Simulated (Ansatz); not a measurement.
Cartesian coordinates in Å:
```
C 0.203 -0.769 0.639
O 0.600 0.540 0.952
Ge 0.400 2.070 0.065
S -0.706 1.437 -1.810
H -0.885 -0.850 0.536
H 0.670 -1.124 -0.287
H 0.517 -1.427 1.453
H -0.798 0.123 -1.547
```

The species carries charge 0 and has multiplicity 1.

Q: List the r2SCAN/def2-TZVPP orbital energies in eV (the Gaussian-basis code of Ansatz). (Best estimate.)

A: The calculation gave: Occupied: -10834.73, -2409.09, -1349.76, -1199.84, -1199.81, -1199.77, -516.17, -274.55, -213.52, -167.91, -157.59, -157.48, -157.44, -117.70, -117.60, -117.47, -31.02, -30.90, -30.86, -30.80, -30.72, -26.48, -18.77, -17.92, -13.45, -11.63, -11.63, -11.21, -9.19, -7.64, -7.49, -6.80, -6.55. Lowest empty: -2.63, -0.56, 0.12, 0.73, 2.31, 2.90, 3.06, 3.54.
